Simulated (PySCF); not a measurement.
NICS in isomers of [C8H5O2]-.

Definitions: NICS(0) = −σiso at the ring centroid; NICS(1) = −σiso and NICS(1)zz = −σzz at ±1 Å along the ring normal z. Level: GIAO PBE0/pcSseg-1 (PySCF, non-relativistic, gas phase) on the GFN2-xTB geometries, one conformer each. Atom numbers follow the mapped SMILES.

Question: Order these rings by mean NICS(1)zz, lowest (most negative) first (ppm).
A. ring C3–C4–C5–C7–C8–C9 in `[CH:1]#[C:2][c:3]1[cH:4][c:5]([OH:6])[cH:7][cH:8][c:9]1[O-:10]` (charge -1)
B. ring C3–C4–C5–C6–C7–C9 in `[CH:1]#[C:2][c:3]1[cH:4][cH:5][cH:6][c:7]([OH:8])[c:9]1[O-:10]` (charge -1)
C. ring C3–C4–C5–C6–C8–C9 in `[CH:1]#[C:2][c:3]1[cH:4][cH:5][c:6]([OH:7])[cH:8][c:9]1[O-:10]` (charge -1)

Answer: B (-17.4), A (-14.9), C (-13.7).

```json
{"SMILES": "C#Cc1cccc(O)c1[O-]", "ring": "6-membered carbocycle; formal bonds all aromatic", "NICS(0)": "-7.0", "NICS(1)": "-8.2", "NICS(1)zz": "-17.4", "HOMA": "0.77", "rms pucker (Å)": "0.00", "ring atoms with four or more neighbours": "0"}
{"SMILES": "C#Cc1cc(O)ccc1[O-]", "ring": "6-membered carbocycle; formal bonds all aromatic", "NICS(0)": "-6.3", "NICS(1)": "-7.2", "NICS(1)zz": "-14.9", "HOMA": "0.74", "rms pucker (Å)": "0.00", "ring atoms with four or more neighbours": "0"}
{"SMILES": "C#Cc1ccc(O)cc1[O-]", "ring": "6-membered carbocycle; formal bonds all aromatic", "NICS(0)": "-6.1", "NICS(1)": "-6.8", "NICS(1)zz": "-13.7", "HOMA": "0.73", "rms pucker (Å)": "0.00", "ring atoms with four or more neighbours": "0"}
```

NICS(0) gives the same order. The isotropic NICS(1) gives the same order. HOMA uses Krygowski's 1993 parameters. NICS(1) and NICS(1)zz are means over the two faces.
